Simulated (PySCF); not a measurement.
Molfile (atoms numbered from 1):
```
C6H12ClFO
     RDKit          3D

 21 20  0  0  0  0  0  0  0  0999 V2000
   -0.9502    0.4347    1.8914 C   0  0  0  0  0  0  0  0  0  0  0  0
   -0.7055    0.1685    0.4129 C   0  0  0  0  0  0  0  0  0  0  0  0
   -1.5248    1.1078   -0.4654 C   0  0  0  0  0  0  0  0  0  0  0  0
   -1.0612   -1.2917    0.1306 C   0  0  0  0  0  0  0  0  0  0  0  0
   -1.2165   -1.5436   -1.2172 F   0  0  0  0  0  0  0  0  0  0  0  0
    0.6859    0.4019    0.2515 O   0  0  0  0  0  0  0  0  0  0  0  0
    1.2716    0.1831   -1.0002 C   0  0  0  0  0  0  0  0  0  0  0  0
    2.6738   -0.3336   -0.7964 C   0  0  0  0  0  0  0  0  0  0  0  0
    2.6812   -1.9675   -0.0675 Cl  0  0  0  0  0  0  0  0  0  0  0  0
   -2.0189    0.3720    2.1408 H   0  0  0  0  0  0  0  0  0  0  0  0
   -0.3930   -0.2873    2.5078 H   0  0  0  0  0  0  0  0  0  0  0  0
   -0.5847    1.4403    2.1413 H   0  0  0  0  0  0  0  0  0  0  0  0
   -1.3373    0.9191   -1.5314 H   0  0  0  0  0  0  0  0  0  0  0  0
   -2.6024    0.9704   -0.2912 H   0  0  0  0  0  0  0  0  0  0  0  0
   -1.2628    2.1513   -0.2368 H   0  0  0  0  0  0  0  0  0  0  0  0
   -0.2553   -1.9376    0.5162 H   0  0  0  0  0  0  0  0  0  0  0  0
   -2.0116   -1.5483    0.6271 H   0  0  0  0  0  0  0  0  0  0  0  0
    0.7005   -0.5334   -1.6111 H   0  0  0  0  0  0  0  0  0  0  0  0
    1.3434    1.1301   -1.5740 H   0  0  0  0  0  0  0  0  0  0  0  0
    3.2304    0.3249   -0.1158 H   0  0  0  0  0  0  0  0  0  0  0  0
    3.2082   -0.4005   -1.7541 H   0  0  0  0  0  0  0  0  0  0  0  0
  1  2  1  0
  2  3  1  0
  2  4  1  0
  4  5  1  0
  2  6  1  0
  6  7  1  0
  7  8  1  0
  8  9  1  0
  1 10  1  0
  1 11  1  0
  1 12  1  0
  3 13  1  0
  3 14  1  0
  3 15  1  0
  4 16  1  0
  4 17  1  0
  7 18  1  0
  7 19  1  0
  8 20  1  0
  8 21  1  0
M  END
```

Geometry: PBE0-D3(BJ)/def2-SVP; GIAO shifts from PySCF 2.14.0 with density-fitted response routines, gas phase, non-relativistic, averaged over equivalent atoms.

At PBE0/pcSseg-1 (220 basis functions, 56 s wall time on 1 thread of an Arm Neoverse V1, shared host):
| atoms | δ (ppm) |
| --- | --- |
| C4 | 93.8 |
| C2 | 74.4 |
| C7 | 66.0 |
| C8 | 51.3 |
| C1/C3 | 23.8 |
| F5 | -237.4 |
| O6 | 79.2 |
| Cl9 | 74.9 |
| H16/H17 | 4.63 |
| H18/H19 | 3.87 |
| H20/H21 | 3.40 |
| H10/H11/H12/H13/H14/H15 | 1.12 |

References, each an isolated molecule treated in the same way: 13C (σref 184.41) and 1H (σref 31.27) against TMS; CFCl3 for 19F (σref 177.25); 17O (σref 334.56) vs H2O; 35Cl (σref 943.27) vs HCl.

Estimate the result of repeating the calculation with B3LYP/pcSseg-1.

## Answers


| atoms | δ at B3LYP/pcSseg-1 | change |
| --- | --- | --- |
| C4 | 95.6 | +1.8 |
| C2 | 76.3 | +1.9 |
| C7 | 67.6 | +1.6 |
| C8 | 53.0 | +1.7 |
| C1/C3 | 24.4 | +0.6 |
| F5 | -238.5 | -1.1 |
| O6 | 86.0 | +6.8 |
| Cl9 | 82.0 | +7.1 |
| H16/H17 | 4.68 | +0.05 |
| H18/H19 | 3.92 | +0.05 |
| H20/H21 | 3.42 | +0.02 |
| H10/H11/H12/H13/H14/H15 | 1.13 | +0.01 |

Shifts are taken against calculated references (same method and geometry level): TMS for 13C (σ = 179.24 ppm), 1H (σ = 31.38 ppm); 19F (σ = 171.94 ppm) against CFCl3; H2O for 17O (σ = 334.04 ppm); 35Cl (σ = 930.46 ppm) against HCl.

The largest change is at Cl9 (chlorine bonded to C). Cost: 220 basis functions, 45 s wall time on 1 thread of an Arm Neoverse V1, shared host. The order of the carbon signals is the same at both levels.

Carbons that carry Cl, above all several Cl atoms, come out too deshielded, partly because spin–orbit coupling is missing. Unscaled 19F shifts against computed CFCl3 carry errors that often reach 10 to 50 ppm. Experimental scales use liquid or dissolved standards, which lie at an offset from isolated H2O (liquid H2O: subtract about 36 ppm).
